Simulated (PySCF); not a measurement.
**Finite-field polarisability of S (sulfur, neutral)**

[Ne] 3s2 3p4, high-spin 3P determinant. All numbers are calculated (PySCF 2.14, scalar relativity by spin-free X2C-1e, in aug-cc-pCVTZ-DK (8s7p5d3f, 75 functions)). Frozen: [Ne]. Energy changes in a uniform field (μhartree):

| axis | F (au) | HF | MP2 | CCSD | CCSD(T) |
| --- | --- | --- | --- | --- | --- |
| x | 0.0034 | -102.926 | -104.489 | -103.932 | -104.442 |
| x | 0.0068 | -411.824 | -418.094 | -415.867 | -417.910 |
| y | 0.0031 | -101.830 | -104.939 | -104.517 | -105.398 |
| y | 0.0062 | -407.578 | -420.054 | -418.360 | -421.895 |

By symmetry the remaining axis equals x.

Problem. Derive α along x at CCSD(T) from the two fields.

Solution. With ΔE = −αF²/2 − γF⁴/24, α = −(16 ΔE(F) − ΔE(2F))/(6F²) = 18.07 bohr³.

Problem. And the mean polarisability at each level?

Solution. The components xx, yy, zz at CCSD(T) are 18.07, 21.93, 18.07, the third axis being equal by symmetry to one of the two computed. Means: HF 18.93, MP2 19.33, CCSD 19.24, CCSD(T) 19.35 bohr³. Reference: 19.4 ± 0.1 bohr³ (recommended; Schwerdtfeger and Nagle, table of static dipole polarizabilities (2023 update)).
